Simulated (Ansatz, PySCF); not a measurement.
Reaction R1 → P1 + P2, each structure at its B3LYP-D3(BJ)/def2-TZVP stationary point, reached from a drawn start (curvature not checked).
R1: Cl3Ga (SMILES [Cl][Ga]([Cl])[Cl]), charge 0, multiplicity 1.
P1, ClGa (SMILES [Cl][Ga]) (charge 0, multiplicity 1):
```xyz
2

Ga     0.000     0.000    -1.119
Cl     0.000     0.000     1.119
```
P2: Cl2 (SMILES ClCl), charge 0, multiplicity 1.

P less R. No zero-point or thermal terms; no spin–orbit coupling.

Cores are frozen in the correlated methods. In cc and def2 sets filled d and f shells under p-block atoms count as core.

Programs: Ansatz (a program for electronic structure); PySCF for the D3/D4 terms. All values are computed, each at the level named.

```
level                    reaction energy (eV)
-----------------------  --------------------
r2SCAN/def2-TZVPP                       4.120
CAM-B3LYP-D4/def2-TZVPP                 3.880
wB97X-V/def2-TZVPP                      4.092
B2PLYP-D4/def2-TZVPP                    3.949
MP2/def2-SVP                            4.720
MP2/def2-TZVPP                          4.437
SCS-MP2/def2-TZVPP                      4.248
CCSD(T)/def2-SVP                            …
CCSD(T)/def2-QZVPP                          …
```

### Question
Some entries are withheld; supply them.

### Answer

- CCSD(T)/def2-SVP, reaction energy (eV): 4.371
- CCSD(T)/def2-QZVPP, reaction energy (eV): 4.144
